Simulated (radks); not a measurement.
Species: Zr III. Configuration: [Kr] 4d1.5 5s0.5 (fractional occupations, a model configuration).

Method: scalar-relativistic Kohn-Sham, PBEsol, spin-polarised, spherical densities, finite nucleus; open shells are filled with parallel spins first (spin-orbit coupling, left out, can overturn this in heavy ions); Fermi nuclear charge, rms radius 4.2694 fm; computed with a radial shooting solver on a logarithmic mesh with Libxc functionals.

Energy parts (hartree):
| part | energy |
|---|---|
| total | -3595.70052 |
| kinetic | 3696.82300 |
| electron-nucleus | -8637.58135 |
| Hartree | 1456.48601 |
| exchange-correlation | -111.42818 |

Orbitals (lengths in bohr, moments of r in powers of bohr; <r^-3> diverges for s and p1/2; r(90%) holds 90 % of the orbital's charge):
orbital,occ.,eigenvalue (hartree),r(90%),<r^2>,<r^-3>
1s up,1,-655.2169,0.0664,0.001854,-
1s down,1,-655.2167,0.0664,0.001854,-
2s up,1,-91.31573,0.251,0.03120,-
2s down,1,-91.31055,0.251,0.03120,-
2p up,3,-81.51560,0.231,0.02457,2152
2p down,3,-81.51171,0.231,0.02456,2152
3s up,1,-15.45981,0.679,0.2414,-
3s down,1,-15.45643,0.679,0.2414,-
3p up,3,-12.26806,0.700,0.2492,346.2
3p down,3,-12.26434,0.700,0.2491,346.1
3d up,5,-7.02554,0.728,0.2479,45.05
3d down,5,-7.02020,0.728,0.2477,45.05
4s up,1,-2.61098,1.77,1.663,-
4s down,1,-2.57744,1.76,1.647,-
4p up,3,-1.79956,2.02,2.120,45.60
4p down,3,-1.75976,2.00,2.090,46.46
4d up,1.5,-0.70322,3.07,4.553,3.013
4d down,0,-0.64904,3.04,4.469,3.128
5s up,0.5,-0.63375,4.46,10.77,-

The highest occupied level is 5s up at -17.245 eV. The configuration is held as typed, so some empty levels lie below it. The electron density at the nucleus is 7.597e+04 e/bohr^3 (large components only). The spin density at the nucleus is 6.239 e/bohr^3 (1s 0.036, 2s -0.207, 3s 0.108, 4s -1.219, 5s 7.521).
